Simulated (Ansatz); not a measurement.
Geometry optimisation, RKS PBE/def2-SVP (Ansatz).

The input (input.yaml):

```yaml
crystal:
  periodic: [false, false, false]
  atoms:
    - { symbol: O, position_ang: [0.1236, -2.0426, 0.1824] }
    - { symbol: C, position_ang: [0.0623, -0.8059, 0.4143] }
    - { symbol: S, position_ang: [1.4656, -0.0309, 1.1465] }
    - { symbol: Sb, position_ang: [-1.589, 0.3781, -0.0516] }
    - { symbol: H, position_ang: [0.99415, -0.25672, 2.46993] }
    - { symbol: H, position_ang: [-0.7731, 1.89, 0.1438] }
    - { symbol: H, position_ang: [-1.2847, 0.2822, -1.7667] }
basis:
  gaussian: { orbitals: def2-SVP }
hamiltonian:
  xc: pbe
relax:
  f_tol: 0.015
  max_steps: 40
```

Run as:

```bash
$ ansatz run input.yaml --threads 1 --pin off --max-ram 2048MiB --backend cpu --events-out ev --progress --plain --runs-dir out
```

Where does it end, and by what steps?

The forces met the threshold. After 12 steps the energy has fallen by 1.004 eV; H5 moved furthest, 1.07 Å.

| step | energy less start (eV) | largest force component (eV/Å) | accepted |
| --- | --- | --- | --- |
| 0 | 0.0000 | 5.016 | yes |
| 1 | -0.2933 | 3.281 | yes |
| 2 | -0.3734 | 3.537 | yes |
| 3 | -0.5734 | 1.632 | yes |
| 4 | -0.6465 | 1.569 | yes |
| 5 | -0.7449 | 1.356 | yes |
| 6 | -0.9166 | 0.643 | yes |
| 7 | -0.9804 | 0.309 | yes |
| 8 | -0.9924 | 0.270 | yes |
| 9 | -0.9904 | 0.586 | no |
| 10 | -1.0030 | 0.081 | yes |
| 11 | -1.0034 | 0.043 | yes |
| 12 | -1.0036 | 0.010 | yes |

```xyz
7
Properties=species:S:1:pos:R:3
O 0.012 -1.915 0.421
C -0.072 -0.729 0.615
S 1.043 0.221 1.671
Sb -1.765 0.519 -0.241
H 1.782 -0.857 2.076
H -0.833 1.981 -0.169
H -1.168 0.195 -1.834
```

Run time: 29 s on 1 thread of Intel(R) Xeon(R) Platinum 8488C (Sapphire Rapids) (shared host), peak memory 0.27 GiB.
